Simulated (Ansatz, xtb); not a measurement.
# Relative energy of two isomers of C4H3NOSe

Structure I: `O=Cc1cnc[se]1`, a singlet. Structure II: `O=Cc1cc[se]n1`, a singlet. Both are isolated molecules in the gas phase, relaxed with r2SCAN-D4/def2-SVP; the shapes shown needn't be the lowest conformers.

I (Å):

```xyz
10

C    -1.5481   -0.0427   -2.1489
C    -2.2246    0.6904   -1.0866
C    -2.2150    0.4246    0.2712
C    -3.5265    2.1996    0.4290
N    -2.9245    1.2489    1.0873
O    -1.5976    0.2446   -3.3270
Se   -3.2741    2.1985   -1.4313
H    -0.9575   -0.9239   -1.7802
H    -1.6645   -0.4145    0.7093
H    -4.1459    2.9620    0.9121
```

II (Å):

```json
{"atom": "C", "x (Å)": "-3.6997", "y (Å)": "-0.6893", "z (Å)": "-0.2144"}
{"atom": "C", "x (Å)": "-3.1928", "y (Å)": "-0.6368", "z (Å)": "-1.6108"}
{"atom": "C", "x (Å)": "-1.8079", "y (Å)": "-0.4373", "z (Å)": "-1.9254"}
{"atom": "C", "x (Å)": "-1.5788", "y (Å)": "-0.4250", "z (Å)": "-3.2744"}
{"atom": "N", "x (Å)": "-4.0683", "y (Å)": "-0.7816", "z (Å)": "-2.5920"}
{"atom": "O", "x (Å)": "-2.9840", "y (Å)": "-0.5684", "z (Å)": "0.7538"}
{"atom": "Se", "x (Å)": "-3.1900", "y (Å)": "-0.6770", "z (Å)": "-4.1673"}
{"atom": "H", "x (Å)": "-4.8050", "y (Å)": "-0.8512", "z (Å)": "-0.1399"}
{"atom": "H", "x (Å)": "-1.0445", "y (Å)": "-0.3124", "z (Å)": "-1.1549"}
{"atom": "H", "x (Å)": "-0.6252", "y (Å)": "-0.2924", "z (Å)": "-3.7890"}
```

**Question.** Estimate E(II) − E(I) at the level CCSD(T)/def2-SVP + ΔMP2/def2-TZVPP.

**Answer.** Calculated at CCSD(T)/def2-SVP + ΔMP2/def2-TZVPP: E(II) − E(I) = +2.6 kcal/mol, so structure I lies lower.

Level by level:

```csv
level,geometry,E(II) − E(I) (kcal/mol),departure from the last row (kcal/mol),"job, with rough time for the two"
GFN2-xTB,GFN2-xTB,+1.7,−0.9,"optimisation, 0.21 s"
HF/STO-3G,GFN2-xTB,+1.9,−0.7,"single point, 0.34 s"
r2SCAN-D4/def2-SVP//GFN2-xTB,GFN2-xTB,+6.1,+3.5,"single point, 1.6 s"
r2SCAN-D4/def2-SVP,r2SCAN-D4/def2-SVP,+5.8,+3.2,"optimisation, 15 s"
HF/def2-SVP,r2SCAN-D4/def2-SVP,+6.2,+3.5,part of the CCSD(T) run
MP2/def2-SVP,r2SCAN-D4/def2-SVP,+4.0,+1.4,part of the CCSD(T) run
CCSD(T)/def2-SVP,r2SCAN-D4/def2-SVP,+4.5,+1.8,single point
CCSD(T)/def2-SVP + ΔMP2/def2-TZVPP,r2SCAN-D4/def2-SVP,+2.6,,"single point, 23 s"
```

As drawn, II has 1 C∷C, 1 N∷Se in place of 1 C∷N, 1 C∷Se (∷ is an aromatic bond).

None of the levels shown reverses the order. The largest departure from CCSD(T)/def2-SVP + ΔMP2/def2-TZVPP is that of HF/def2-SVP, 3.5 kcal/mol. The last row adds to CCSD(T) the change of the MP2 difference between the two basis sets, here −1.8 kcal/mol.

With thermal terms from frequencies at re-optimised GFN2-xTB minima (ideal gas, soft modes damped towards free rotors, one conformer each, 298.15 K, 1 atm): on the last row, ΔE + ΔZPE = +2.6, ΔH = +2.6, ΔG = +2.7 kcal/mol.

The correlated steps freeze 15 core orbitals; the filled d shell of Se is correlated, in a basis made for valence electrons. Codes used: Ansatz 0.2.0, xtb 6.7.1; the last row on 4 threads of Intel(R) Xeon(R) 6975P-C (Granite Rapids) on a shared host.
